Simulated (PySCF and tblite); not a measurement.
C₆H₅ClF₃NOSi, numbered as in [O-:1][n+:2]1[cH:3][c:4]([SiH3:5])[cH:6][c:7]([C:8]([F:9])([F:10])[F:11])[c:12]1[Cl:13].

Search: ETKDG and KDG, MMFF94s, GFN2-xTB, 45 starts; geometries at GFN2-xTB. Energies: PBE0-D3(BJ)/6-31G*, with GFN2-xTB thermal terms (modes under about 100 cm⁻¹ blended into free rotors). Symmetry numbers and mirror images are counted. Conformers within 2.5 kcal/mol (GFN2-xTB free energy) were kept, 3 at most. GIAO shieldings: PBE0/6-31G*. Shifts are against TMS (¹H), TMS (¹³C), CFCl3 (¹⁹F), TMS (²⁹Si), NH3 (¹⁵N) at the same level. Codes: tblite and PySCF.

Q: What shifts does this protocol give at 298.15 K under fast conformational exchange?

A: ¹H: 8.23 (H3, 1H), 7.10 (H6, 1H), 4.72 (H5, 3H) ppm. ¹³C: 144.0 (C12), 139.6 (C3), 126.2 (C7), 124.0 (C8), 121.5 (C4), 118.6 (C6) ppm. ¹⁹F: -81.1 (F9/F10/F11) ppm. ²⁹Si: -34.5 (Si5) ppm. ¹⁵N: 290.4 (N2) ppm.

Unscaled ¹⁹F and ²⁹Si and ¹⁵N shifts at such levels can be off by tens of ppm; differences between conformers or isomers are more reliable. Shifts are unscaled: against experiment ¹³C can be off by 15 ppm or more and ¹H by 0.8 ppm.


¹⁵N shifts are against a computed isolated NH3 molecule, about 20 ppm from the liquid.